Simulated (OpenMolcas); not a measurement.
**How basis sets differ on SiHCl2F (SMILES F[SiH](Cl)Cl)**

SiHCl2F has 5 atoms, charge 0, and is taken as a singlet. As SMILES, `F[SiH](Cl)Cl`. The coordinates come from a PBE0-D4/def2-TZVP relaxation.

Quantity: the dipole moment, in D. The values are calculated.

```json
{"level": "HF/ANO-R0 (sfX2C)", "kind": "Hartree–Fock", "program": "OpenMolcas", "value (D)": "0.45", "CPU time": "1.9 s"}
{"level": "HF/ANO-XS-MB (DKH2)", "kind": "Hartree–Fock", "program": "OpenMolcas", "value (D)": "2.04", "CPU time": "2.5 s"}
{"level": "HF/STO-3G", "kind": "Hartree–Fock", "program": "OpenMolcas", "value (D)": "2.44", "CPU time": "5.4 s"}
{"level": "HF/3-21G", "kind": "Hartree–Fock", "program": "OpenMolcas", "value (D)": "2.15", "CPU time": "6.4 s"}
{"level": "HF/ANO-R1 (sfX2C, RICD fitting)", "kind": "Hartree–Fock", "program": "OpenMolcas", "value (D)": "1.32", "CPU time": "4.6 s"}
{"level": "HF/def2-SVPD", "kind": "Hartree–Fock", "program": "OpenMolcas", "value (D)": "1.25", "CPU time": "23 s"}
```

The values span 0.45 to 2.44 D. Magnitudes only. Sets without polarisation functions give poor dipoles. Times are those of the runs behind each value, whatever else they computed, on shared processors of several kinds: orders of magnitude only.
